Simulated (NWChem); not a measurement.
## Total energies of HAl

```xyz
2

Al     0.0000     0.0000     0.1203
H      0.0000     0.0000    -1.5639
```
Charge 0, spin multiplicity 1.

Everything below was run with NWChem. The geometry was optimised at PBE/def2-SVP, a minimum by its harmonic frequencies.

Basis set: cc-pVQZ (89 functions).

```
method       total energy (Ha)  relative cost
-----------  -----------------  -------------
RHF                 -242.46351              1
MP2                 -242.52934        under 3
B2PLYP              -242.86845        under 3
PBE                 -242.84329        under 3
B3LYP               -243.01165        under 3
LDA (SVWN5)         -241.91909        under 3
CCSD(T)             -242.54985             50
```

Total energies of different functionals aren't comparable as a measure of quality: only differences taken within one method are. The cost column gives rough processor time relative to RHF; each entry includes its own SCF.

The correlated methods keep 5 core orbitals frozen. B3LYP has NWChem's definition, with VWN1-RPA local correlation. The structure started from a generated list of species. No row is a measurement; the coupled-cluster row has its own basis-set and correlation limits.
